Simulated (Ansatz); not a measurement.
Reaction (cleavage of the Ge–Si bond): `N[SiH2][GeH2][OH]` + CH₃SH → `C[S][GeH2][OH]` + `N[SiH3]`

Isolated molecules relaxed with PBE0-D4/def2-TZVP in Ansatz; ΔE leaves out vibrations. CBS: MP2 limit from def2 TZ/QZ plus the TZ coupled-cluster correction, frozen cores. This one scheme is used for every species. Functionals use def2-TZVPP. B3LYP here is the variant with VWN-RPA as its local correlation; programs differ in this. For Ge outer-core shells are correlated without core-valence functions, which leaves a few kJ/mol of doubt a bond. Scalar relativity is left out up to krypton. One conformer a species, not always the lowest.

| level | ΔE (kJ/mol) | difference from CCSD(T)/CBS |
| --- | --- | --- |
| PBE-D4 | -34.3 | 6.7 |
| r2SCAN-D4 | -40.5 | 0.5 |
| PBE0-D4 | -35.8 | 5.2 |
| B3LYP-D4 | -38.2 | 2.8 |
| ωB97X-V | -38.6 | 2.4 |
| ωB97M-V | -39.9 | 1.1 |
| B2PLYP | -42.5 | -1.5 |
| PBE | -34.5 | 6.5 |
| r2SCAN | -40.6 | 0.4 |
| PBE0 | -36.0 | 5.0 |
| B3LYP | -38.5 | 2.5 |
| HF/def2-TZVPP | -48.5 | -7.5 |
| MP2/def2-TZVPP | -48.1 | -7.1 |
| SCS-MP2/def2-TZVPP | -47.5 | -6.5 |
| CCSD/def2-TZVPP | -40.2 | 0.8 |
| CCSD(T)/def2-TZVPP | -41.4 | -0.4 |
| HF/def2-QZVPP | -48.9 | -7.9 |
| MP2/def2-QZVPP | -48.0 | -7.0 |
| SCS-MP2/def2-QZVPP | -47.6 | -6.6 |
| HF/CBS(def2) | -49.0 | -8.0 |
| MP2/CBS(def2) | -47.7 | -6.7 |
| CCSD/CBS(def2) | -39.8 | 1.2 |
| CCSD(T)/CBS | -41.0 | 0 |

Largest T1 diagnostic among the species: 0.011.

CCSD(T)/CBS has its own doubt, a few kJ/mol and more with outer-core shells, so smaller differences from it don't rank the levels.
